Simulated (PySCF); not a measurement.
A calculated (r2SCAN, PySCF 2.14, dyall-av3z, no relativity, point nucleus) atom or ion has these occupied shells.

| shell | electrons | orbital energy (eV) | rms radius, mean of both spins (bohr) |
| --- | --- | --- | --- |
| 1s α | 1 | -406.12 | 0.267 |
| 1s β | 1 | -404.57 | 0.267 |
| 2s α | 1 | -34.661 | 1.37 |
| 2s β | 1 | -30.219 | 1.37 |
| 2p α | 2 | -22.802 | 1.39 |

Question: Name the element and its charge.

Answer: N⁺ (nitrogen, charge +1), in [He] 2s2 2p2, high-spin 3P determinant.
